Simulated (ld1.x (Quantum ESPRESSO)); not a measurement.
**Logarithmic derivatives: Er (Z = 68), ultrasoft**

* Element: erbium
* Generator: ld1.x (Quantum ESPRESSO) 7.5
* Type: ultrasoft
* Functional: LDA (PZ)
* Relativity: scalar-relativistic
* Frozen core: [Kr] 4d10
* Valence charge: 22
* Reference configuration: 4f12 5s2 5p6 5d1 6s1 6p0
* Partial waves: 5s (bound): rcut 1.60, rcutus 1.75 bohr; 6s (bound): rcut 1.60, rcutus 1.75 bohr; 5p (bound): rcut 2.20, rcutus 2.70 bohr; 6p (bound, empty): rcut 2.20, rcutus 2.70 bohr; 5d (bound): rcut 2.60, rcutus 3.55 bohr; 5d channel at 4.7 Ry: rcut 2.60, rcutus 3.55 bohr; 4f (bound): rcut 1.25, rcutus 1.45 bohr; 4f channel at 1.15 Ry: rcut 1.25, rcutus 1.45 bohr
* Local potential: all-electron potential smoothed inside 2.55 bohr (lloc = -1)
* Core correction: none
* Augmentation charge: PSQ, radius 1.25 bohr

The phase is arctan(r·u′/u) with u = r·R(r), unwrapped; energies in Ry, scanned from -6 to 5 Ry. A pole is an energy at which the radial function vanishes at the test radius. The pseudo phase is shifted by a multiple of π to meet the all-electron one at the reference energy, and phase errors are pseudo minus all-electron; the curves can meet again beyond the range given. Levels narrower than the energy grid can be missing from the lists of poles.

| channel | radius (bohr) | reference energy (Ry) | poles, all-electron | poles, pseudo | unbroken range about the reference energy with phases within 0.05 rad | phase error 1 Ry above the reference energy (rad) |
| --- | --- | --- | --- | --- | --- | --- |
| s | 3.85 | -0.29 | 0.54, 4.54 | 0.54, 4.51 | the whole range | -0.000 |
| p | 3.85 | -0.09 | -1.89, 1.35 | -1.89, 1.15, 3.31 | below 1.2 | -0.029 |
| d | 3.85 | -0.07 | 0.25, 2.92 | 0.27, 3.11 | below 0.6 | +0.131 |
| f | 3.85 | -0.21 | 2.08 | 2.08 | below 3.4 | +0.000 |

Phases in the s channel:

```csv
E (Ry),all-electron,pseudo
-6.00,1.460,1.460
-5.48,1.454,1.454
-4.96,1.448,1.448
-4.44,1.440,1.440
-3.92,1.428,1.428
-3.40,1.419,1.419
-2.88,1.402,1.402
-2.36,1.379,1.379
-1.84,1.343,1.343
-1.32,1.275,1.275
-0.80,1.081,1.081
-0.28,-0.502,-0.502
0.24,-1.460,-1.460
0.76,-1.626,-1.626
1.28,-1.742,-1.742
1.80,-1.958,-1.960
2.32,-3.272,-3.297
2.84,-4.400,-4.405
3.36,-4.582,-4.584
3.88,-4.656,-4.658
4.40,-4.702,-4.704
4.92,-4.739,-4.742
```
